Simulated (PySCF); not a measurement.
# From r²SCAN to CCSD(T): MI along group 14

r²SCAN and CCSD(T) in PySCF with def2-TZVPP on every atom (core potentials on I, Pb), for the lowest determinant that a PBE0 search found; no spin–orbit coupling.

```tsv
molecule	state (unpaired electrons)	r²SCAN Re (Å)	r²SCAN ωe (cm⁻¹)	r²SCAN De (eV)	CCSD(T) Re (Å)	CCSD(T) ωe (cm⁻¹)	CCSD(T) De (eV)
CI	doublet (π ↑)	2.032	637	3.14	2.027	642	2.83
SiI	doublet (π ↑)	2.448	358	3.37	2.448	361	3.10
GeI	doublet (π ↑)	2.525	243	3.26	?	?	?
PbI	doublet (π ↑)	2.804	165	3.05	2.807	166	2.83
```

(1) Estimate the CCSD(T) values of GeI by adding the mean shift from r²SCAN to CCSD(T) of the other rows, and compare with the calculation.

(2) What are the mean differences of r²SCAN from CCSD(T) over the whole series?

In a basis of this size CCSD(T) is itself not converged; it tends to give bonds that are too long and too weak.

Correlated steps freeze the inner cores (5 to 13 orbitals); shallow outer-core shells are correlated. Spin–orbit coupling is left out, which matters for elements this heavy, above all for dissociation energies. States were picked by a PBE0 search and need not be the measured ground states.

Results:

(1) The mean shifts are -0.1 pm, +3 cm⁻¹ and -0.27 eV, which give 2.524 Å, 246 cm⁻¹ and 2.99 eV. CCSD(T)/def2-TZVPP gives Re = 2.524 Å, ωe = 246 cm⁻¹, De = 2.98 eV.

(2) Re +0.1 pm, ωe -3 cm⁻¹, De +0.27 eV.
